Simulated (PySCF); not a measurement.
Species, as SMILES: [AlH] (AlH) (closed-shell singlet).
Geometry (B3LYP-D3(BJ)/def2-TZVP, fixed):
```
Al
H 1 1.6619
```

How fast the lowest singlet excitation energy converges with the basis for several methods (PySCF): deviation from each method's own reference, in eV. References: CAM-B3LYP 2.969 eV, the value in aug-pcseg-3; PBE 2.872 eV, the value in aug-pcseg-3; PBE0 2.961 eV, the value in aug-pcseg-3. All functions are spherical. Density fitting with generated auxiliary sets. No added dispersion term, no relativity. Tamm-Dancoff approximation, the state taken by its order.

```
basis              functions  CAM-B3LYP     PBE    PBE0
-----------------  ---------  ---------  ------  ------
pcseg-1                   23     -0.002  -0.003   0.002
cc-pV(D+d)Z               28      0.012   0.015   0.014
def2-SVPD                 32      0.029   0.038   0.029
6-311+G**                 36      0.027   0.012   0.020
def2-TZVP                 43      0.023   0.031   0.025
6-311++G(2d,2p)           45      0.015   0.008   0.010
jun-cc-pV(T+d)Z           62      0.001   0.001   0.001
6-311++G(3df,3pd)         65      0.001   0.002   0.000
def2-TZVPPD               65      0.020   0.026   0.019
aug-pcseg-2               73     -0.012  -0.007  -0.008
aug-cc-pV(Q+d)Z          135      0.004   0.005   0.004
pcseg-4                  166      0.005   0.005   0.006
```

Mean absolute deviation over 6-311+G**, def2-TZVP, 6-311++G(2d,2p), jun-cc-pV(T+d)Z, 6-311++G(3df,3pd), def2-TZVPPD, aug-pcseg-2: PBE0 0.012, PBE 0.012, CAM-B3LYP 0.014 eV.
